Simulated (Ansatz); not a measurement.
A nudged elastic band was laid between two geometries of F₃GeH (5 atoms, charge 0, multiplicity 1).

Computed with RKS PBE0-D4/def2-SVP (Ansatz).

```
movable images  : 7
climbing image  : yes
spring          : 5.0 eV/Å²
optimiser       : quadratic models (default)
start path      : straight line
force threshold : 0.05 eV/Å
iteration limit : 60
end points      : relaxed
```

Image 0:

```xyz
5
Properties=species:S:1:pos:R:3
Ge 0.235 0.000 0.257
H 0.180 0.000 1.772
F 1.842 0.000 -0.337
F -0.532 1.372 -0.424
F -0.532 -1.372 -0.424
```

Image 8:

```xyz
5
Properties=species:S:1:pos:R:3
Ge -0.456 0.765 0.762
H 1.047 -0.928 0.217
F 1.639 -0.221 0.450
F -0.423 1.367 -0.877
F -0.613 -0.982 0.292
```

Question: What changes between the two ends?

Answer: Bonds broken: Ge1–H2, Ge1–F3. Bonds formed: H2–F3. F3GeH becomes F2Ge + FH.

Question: What energy profile does the band end with?

Answer: It converged. The highest image is number 2 of 0 to 8, 238.0 kJ/mol above the first end and 180.2 kJ/mol above the last; the last end lies 57.8 kJ/mol above the first. Neighbouring images differ by up to 1.7 eV, so the band resolves the path poorly. Another band between the same ends (7 images) ends at a top of the same energy, where a vibrational analysis finds 1 clearly imaginary mode. The orbitals stay closed-shell, which can raise the energy where a bond breaks towards radicals; this wasn't checked here.

| image | path coordinate (Å) | energy (kJ/mol) | Ge1–H2 (Å) | Ge1–F3 (Å) | H2–F3 (Å) |
| --- | --- | --- | --- | --- | --- |
| 0 | 0.00 | 0.0 | 1.52 | 1.71 | 2.69 |
| 1 | 0.63 | 75.0 | 1.51 | 1.73 | 2.05 |
| 2 | 1.26 | 238.0 | 1.61 | 1.93 | 1.35 |
| 3 | 1.76 | 120.7 | 2.05 | 2.25 | 0.96 |
| 4 | 2.26 | 89.8 | 2.69 | 2.40 | 0.93 |
| 5 | 2.76 | 86.1 | 2.95 | 2.44 | 0.93 |
| 6 | 3.26 | 80.2 | 2.92 | 2.44 | 0.93 |
| 7 | 3.76 | 68.1 | 2.71 | 2.42 | 0.93 |
| 8 | 4.26 | 57.8 | 2.33 | 2.34 | 0.95 |

Question: What is the geometry of the highest image?

Answer: 
```xyz
5
Properties=species:S:1:pos:R:3
Ge -0.212 0.011 0.330
H 0.921 0.022 1.480
F 1.721 -0.029 0.391
F -0.569 1.334 -0.715
F -0.667 -1.338 -0.642
```

The band took 14 iterations and roughly 5 core-minutes.

The run took 4.9 min on 1 thread of Arm Neoverse V1 (shared host), peak memory 0.17 GiB.
